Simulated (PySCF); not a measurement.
# Telling isomers of C₅H₂FNO apart by NMR

Single conformer, non-relativistic Hamiltonian, one averaged value for each set of equivalent atoms, no solvent model. Structure optimised with GFN2-xTB; shieldings: GIAO PBE0/pcSseg-1; PySCF 2.14.

Referencing at the same level of theory: TMS for $^{1}$H and $^{13}$C. Splittings of carbon signals by F and P are missing where no couplings were computed. Where no couplings were computed, multiplicities follow the n + 1 count of equivalent neighbours, and m marks all less simple cases (inequivalent or close neighbours, rings, F or P nearby). Shifts are as computed. Against solution values, carbons near 30 ppm lie about +3 ppm off and those near 130 ppm about +5 ppm (rms about the fit 2.1 ppm; single classes can miss by 10 ppm). Of 1328 compounds with measured shifts, 309 miss one by over three times the rms of a fit or turn the order of signals round; such compounds aren't used in these exercises. Signals without a measured value on file couldn't be tested in this way; 1H shifts scatter by 0.2 ppm about their fit, and single ones miss by 0.5 ppm.

(1) Tabulate the signals of `N#Cc1coc(F)c1`, `N#CC1=CC(=O)[C@H]1F` and their relative energies.

(2) What is the quickest way to tell N#Cc1coc(F)c1 from N#CC1=CC(=O)[C@H]1F?

## Answers

(1) 
```tsv
SMILES	carbon types	δC	δH	E rel. (kcal/mol)
N#Cc1coc(F)c1	3×C 2×CH	168.4, 145.8, 117.1, 106.8, 94.0	7.43 (m, 1H), 6.03 (m, 1H)	0.0
N#CC1=CC(=O)[C@H]1F	3×C 2×CH	188.3, 163.2, 157.6, 116.4, 108.7	7.08 (m, 1H), 6.11 (m, 1H)	21.7
```

Energies are electronic energies at PBE0/pcSseg-1 on these geometries, without zero-point or thermal terms, each for the one conformer computed, which needn't be the lowest.

(2) Both give the same number of carbon signals, with the same numbers of each carbon type, so the positions decide. The first has an aromatic CH next to the ring oxygen at 145.8 ppm, the second a ketone carbonyl carbon (C) at 188.3 ppm. Their most deshielded carbons lie at 168.4 and 188.3 ppm.
